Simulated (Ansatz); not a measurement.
Ansatz (an electronic-structure program) input file for CH₃BeIS, SMILES [I][Be][S]C, PBE0-D3(BJ)/def2-SVP. 

Ansatz 0.2 input:
```yaml
crystal:
  periodic: [false, false, false]
  atoms:
    - {symbol: Be, position_ang: [-0.14240052, -0.54840540, -0.52341218]}
    - {symbol: I, position_ang: [0.56483490, 0.72959333, 1.12463247]}
    - {symbol: S, position_ang: [-0.64341491, -1.72281977, -1.92793056]}
    - {symbol: C, position_ang: [-2.03190298, -1.02804797, -2.89789416]}
    - {symbol: H, position_ang: [-2.94300171, -1.08388035, -2.31167959]}
    - {symbol: H, position_ang: [-2.11857713, -1.65308463, -3.78126206]}
    - {symbol: H, position_ang: [-1.81901259, -0.00445561, -3.18467697]}
basis:
  gaussian:
    orbitals: def2-SVP
hamiltonian:
  xc: pbe0
  dispersion: d3bj
relax: {f_tol: 0.002, max_steps: 200}
```

Program output:

```
WARN ansatz: RAYON_NUM_THREADS=1 ignored (pool sized by the plan → 1); use --threads N
Functional definition: PBE0
integrals: 0.04 GiB planned
1003 factors; integrals over basis functions are off by at most 3.0e-4 eV
mean field: 0.31 GiB planned
mean field evaluation 1: about -20413.1455 eV, gradient 3.2e1 eV
mean field evaluation 2: about -20411.9049 eV, gradient 3.8e1 eV
mean field evaluation 4: about -20415.8054 eV, gradient 8.6e-1 eV
mean field evaluation 8: about -20415.8681 eV, gradient 2.4e-2 eV
mean field -20415.86806843 eV, -750.2693131425 hartree, gradient 7.4e-5 eV, S^2 0.000000; 0 other end points of the search recorded, 0 dependent functions left out
the calculation of the forces begins
reference -20415.86809658 eV, -750.2693141767 hartree; 27, 27 occupied and 55, 55 virtual orbitals, 1003 factors
relax step   1: F+E_penalty+E_count = -20416.01796060 eV  Δ(F+E_penalty+E_count) = +0.000e0 eV  max|allowed force component| = 5.551e-1 eV/Å  Δτ_max = 0.0000 Å  (25 SCF iters, accepted)
these checks for a lower state are left out or cut short: starts, cluster_reference, orbital_swaps, neighbouring_geometries, increment
integrals: 0.04 GiB planned
1003 factors; integrals over basis functions are off by at most 3.1e-4 eV
mean field: 0.31 GiB planned
mean field evaluation 16: about -20415.8099 eV, gradient 3.9e0 eV
mean field -20415.90471800 eV, -750.2706599894 hartree, gradient 1.7e-5 eV, S^2 0.000000; 0 other end points of the search recorded, 0 dependent functions left out
the calculation of the forces begins
reference -20415.90474599 eV, -750.2706610180 hartree; 27, 27 occupied and 55, 55 virtual orbitals, 1003 factors
relax step   2: F+E_penalty+E_count = -20416.05728913 eV  Δ(F+E_penalty+E_count) = -3.933e-2 eV  max|allowed force component| = 1.840e-1 eV/Å  Δτ_max = 0.1041 Å  (29 SCF iters, accepted)
these checks for a lower state are left out or cut short: starts, cluster_reference, orbital_swaps, neighbouring_geometries, increment
integrals: 0.04 GiB planned
1003 factors; integrals over basis functions are off by at most 3.1e-4 eV
mean field: 0.31 GiB planned
mean field -20415.91288593 eV, -750.2709601553 hartree, gradient 1.6e-5 eV, S^2 0.000000; 0 other end points of the search recorded, 0 dependent functions left out
the calculation of the forces begins
reference -20415.91291389 eV, -750.2709611827 hartree; 27, 27 occupied and 55, 55 virtual orbitals, 1003 factors
relax step   3: F+E_penalty+E_count = -20416.06641446 eV  Δ(F+E_penalty+E_count) = -9.125e-3 eV  max|allowed force component| = 6.043e-2 eV/Å  Δτ_max = 0.0779 Å  (30 SCF iters, accepted)
these checks for a lower state are left out or cut short: starts, cluster_reference, orbital_swaps, neighbouring_geometries, increment
integrals: 0.04 GiB planned
1003 factors; integrals over basis functions are off by at most 3.2e-4 eV
mean field: 0.31 GiB planned
mean field evaluation 32: about -20415.9149 eV, gradient 2.5e-1 eV
mean field -20415.91516997 eV, -750.2710440920 hartree, gradient 1.6e-5 eV, S^2 0.000000; 0 other end points of the search recorded, 0 dependent functions left out
the calculation of the forces begins
reference -20415.91519786 eV, -750.2710451169 hartree; 27, 27 occupied and 55, 55 virtual orbitals, 1003 factors
relax step   4: F+E_penalty+E_count = -20416.06998994 eV  Δ(F+E_penalty+E_count) = -3.575e-3 eV  max|allowed force component| = 7.479e-2 eV/Å  Δτ_max = 0.1082 Å  (29 SCF iters, accepted)
these checks for a lower state are left out or cut short: starts, cluster_reference, orbital_swaps, neighbouring_geometries, increment
integrals: 0.04 GiB planned
1003 factors; integrals over basis functions are off by at most 3.2e-4 eV
mean field: 0.31 GiB planned
mean field -20415.91534128 eV, -750.2710503876 hartree, gradient 1.3e-5 eV, S^2 0.000000; 0 other end points of the search recorded, 0 dependent functions left out
the calculation of the forces begins
reference -20415.91536915 eV, -750.2710514117 hartree; 27, 27 occupied and 55, 55 virtual orbitals, 1003 factors
relax step   5: F+E_penalty+E_count = -20416.07041835 eV  Δ(F+E_penalty+E_count) = -4.284e-4 eV  max|allowed force component| = 1.422e-2 eV/Å  Δτ_max = 0.0114 Å  (24 SCF iters, accepted)
these checks for a lower state are left out or cut short: starts, cluster_reference, orbital_swaps, neighbouring_geometries, increment
integrals: 0.04 GiB planned
1003 factors; integrals over basis functions are off by at most 3.1e-4 eV
mean field: 0.31 GiB planned
mean field -20415.91529309 eV, -750.2710486168 hartree, gradient 1.6e-5 eV, S^2 0.000000; 0 other end points of the search recorded, 0 dependent functions left out
the calculation of the forces begins
reference -20415.91532097 eV, -750.2710496411 hartree; 27, 27 occupied and 55, 55 virtual orbitals, 1003 factors
relax step   6: F+E_penalty+E_count = -20416.07049222 eV  Δ(F+E_penalty+E_count) = -7.387e-5 eV  max|allowed force component| = 2.873e-2 eV/Å  Δτ_max = 0.0177 Å  (29 SCF iters, accepted)
these checks for a lower state are left out or cut short: starts, cluster_reference, orbital_swaps, neighbouring_geometries, increment
integrals: 0.04 GiB planned
1003 factors; integrals over basis functions are off by at most 3.1e-4 eV
mean field: 0.31 GiB planned
mean field -20415.91548264 eV, -750.2710555825 hartree, gradient 1.7e-5 eV, S^2 0.000000; 0 other end points of the search recorded, 0 dependent functions left out
the calculation of the forces begins
reference -20415.91551052 eV, -750.2710566072 hartree; 27, 27 occupied and 55, 55 virtual orbitals, 1003 factors
relax step   7: F+E_penalty+E_count = -20416.07063902 eV  Δ(F+E_penalty+E_count) = -1.468e-4 eV  max|allowed force component| = 1.543e-2 eV/Å  Δτ_max = 0.0139 Å  (30 SCF iters, accepted)
these checks for a lower state are left out or cut short: starts, cluster_reference, orbital_swaps, neighbouring_geometries, increment
integrals: 0.04 GiB planned
1003 factors; integrals over basis functions are off by at most 3.1e-4 eV
mean field: 0.31 GiB planned
mean field -20415.91565985 eV, -750.2710620947 hartree, gradient 1.7e-5 eV, S^2 0.000000; 0 other end points of the search recorded, 0 dependent functions left out
the calculation of the forces begins
reference -20415.91568774 eV, -750.2710631197 hartree; 27, 27 occupied and 55, 55 virtual orbitals, 1003 factors
relax step   8: F+E_penalty+E_count = -20416.07066499 eV  Δ(F+E_penalty+E_count) = -2.597e-5 eV  max|allowed force component| = 6.044e-2 eV/Å  Δτ_max = 0.0627 Å  (29 SCF iters, accepted)
these checks for a lower state are left out or cut short: starts, cluster_reference, orbital_swaps, neighbouring_geometries, increment
integrals: 0.04 GiB planned
1003 factors; integrals over basis functions are off by at most 3.1e-4 eV
mean field: 0.31 GiB planned
mean field evaluation 64: about -20415.8520 eV, gradient 7.2e-1 eV
mean field -20415.91582373 eV, -750.2710681173 hartree, gradient 1.7e-5 eV, S^2 0.000000; 0 other end points of the search recorded, 0 dependent functions left out
the calculation of the forces begins
reference -20415.91585162 eV, -750.2710691424 hartree; 27, 27 occupied and 55, 55 virtual orbitals, 1003 factors
relax step   9: F+E_penalty+E_count = -20416.07085654 eV  Δ(F+E_penalty+E_count) = -1.916e-4 eV  max|allowed force component| = 9.351e-3 eV/Å  Δτ_max = 0.0162 Å  (30 SCF iters, accepted)
these checks for a lower state are left out or cut short: starts, cluster_reference, orbital_swaps, neighbouring_geometries, increment
integrals: 0.04 GiB planned
1003 factors; integrals over basis functions are off by at most 3.1e-4 eV
mean field: 0.31 GiB planned
mean field -20415.91584860 eV, -750.2710690311 hartree, gradient 1.8e-5 eV, S^2 0.000000; 0 other end points of the search recorded, 0 dependent functions left out
the calculation of the forces begins
reference -20415.91587649 eV, -750.2710700561 hartree; 27, 27 occupied and 55, 55 virtual orbitals, 1003 factors
relax step  10: F+E_penalty+E_count = -20416.07088199 eV  Δ(F+E_penalty+E_count) = -2.545e-5 eV  max|allowed force component| = 4.124e-3 eV/Å  Δτ_max = 0.0103 Å  (23 SCF iters, accepted)
these checks for a lower state are left out or cut short: starts, cluster_reference, orbital_swaps, neighbouring_geometries, increment
integrals: 0.04 GiB planned
1003 factors; integrals over basis functions are off by at most 3.1e-4 eV
mean field: 0.31 GiB planned
mean field -20415.91588310 eV, -750.2710702991 hartree, gradient 1.7e-5 eV, S^2 0.000000; 0 other end points of the search recorded, 0 dependent functions left out
the calculation of the forces begins
reference -20415.91591099 eV, -750.2710713239 hartree; 27, 27 occupied and 55, 55 virtual orbitals, 1003 factors
relax step  11: F+E_penalty+E_count = -20416.07089824 eV  Δ(F+E_penalty+E_count) = -1.625e-5 eV  max|allowed force component| = 3.697e-3 eV/Å  Δτ_max = 0.0166 Å  (30 SCF iters, accepted)
these checks for a lower state are left out or cut short: starts, cluster_reference, orbital_swaps, neighbouring_geometries, increment
integrals: 0.04 GiB planned
1003 factors; integrals over basis functions are off by at most 3.0e-4 eV
mean field: 0.31 GiB planned
mean field -20415.91587860 eV, -750.2710701336 hartree, gradient 9.2e-6 eV, S^2 0.000000; 0 other end points of the search recorded, 0 dependent functions left out
the calculation of the forces begins
reference -20415.91590648 eV, -750.2710711583 hartree; 27, 27 occupied and 55, 55 virtual orbitals, 1003 factors
relax step  12: F+E_penalty+E_count = -20416.07089903 eV  Δ(F+E_penalty+E_count) = -7.952e-7 eV  max|allowed force component| = 1.372e-3 eV/Å  Δτ_max = 0.0042 Å  (23 SCF iters, accepted)
integrals: 0.04 GiB planned
1003 factors; integrals over basis functions are off by at most 3.0e-4 eV
mean field: 0.31 GiB planned
mean field evaluation 96: about -20415.8538 eV, gradient 3.0e-1 eV
mean field -20415.91587860 eV, -750.2710701336 hartree, gradient 9.2e-6 eV, S^2 0.000000; 1 other end points of the search recorded, 0 dependent functions left out
the calculation of the forces begins
reference -20415.91590648 eV, -750.2710711583 hartree; 27, 27 occupied and 55, 55 virtual orbitals, 1003 factors
Total energy: -20416.07092692 eV, -750.2767680543 hartree
Atom 0 at    -0.142365    -0.637229    -0.621807 Å, force     0.000827    -0.001092    -0.000859 eV/Å
Atom 1 at     0.277282     0.731278     1.013465 Å, force    -0.000119     0.000703     0.000776 eV/Å
Atom 2 at    -0.518674    -1.824313    -2.053787 Å, force     0.000664     0.000916     0.000344 eV/Å
Atom 3 at    -1.966269    -1.004011    -2.827454 Å, force    -0.000824    -0.001372     0.000929 eV/Å
Atom 4 at    -2.813278    -0.941075    -2.132013 Å, force    -0.000802     0.000355    -0.000822 eV/Å
Atom 5 at    -2.258920    -1.631815    -3.679260 Å, force    -0.000614    -0.000033    -0.000460 eV/Å
Atom 6 at    -1.711250    -0.003935    -3.201367 Å, force     0.000866     0.000524     0.000092 eV/Å
Dipole moment:    -0.278815     0.108286    -0.192497 e Å
```

The run converged.

Cost: very roughly 40 core-seconds.
